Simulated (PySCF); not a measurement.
CH7GaP2, SMILES [CH3][Ga]([PH2])[PH2].

Coordinates come from a r2SCAN-D4/def2-SVP optimisation. The structure was generated by enumeration; whether it is a known compound was not checked. The values are those of a single conformer.

Two levels are set side by side: PBE/def2-TZVP (PySCF) and M06-2X/def2-TZVP (PySCF). Same geometry, gas phase. Differences are taken from unrounded values.

| quantity | M06-2X |
|---|---|
| orbital gap (eV) | 7.01 |
| highest occupied level (eV) | -7.71 |
| lowest empty level (eV) | -0.70 |
| dipole moment (D) | 1.62 |
| mean polarisability (bohr³) | 98.9 |

Problem. What does PBE give, and how far is it from M06-2X? (An estimate is asked for; the answer gives what the named calculation found.)

Solution. 
```
quantity                       PBE  PBE minus M06-2X
---------------------------  -----  ----------------
orbital gap (eV)              3.76             -3.24
highest occupied level (eV)  -5.80              1.91
lowest empty level (eV)      -2.03             -1.33
dipole moment (D)             1.59             -0.03
mean polarisability (bohr³)  103.0               4.1
```

Without exact exchange PBE keeps part of each electron's self-repulsion, which lifts occupied levels and narrows the gap. PBE's more diffuse valence density responds more strongly to a field. Differences between two approximate levels are no errors against the true value.

Rough cost on one machine, each run with all the roots and properties that it gave: M06-2X against PBE about 4 times.
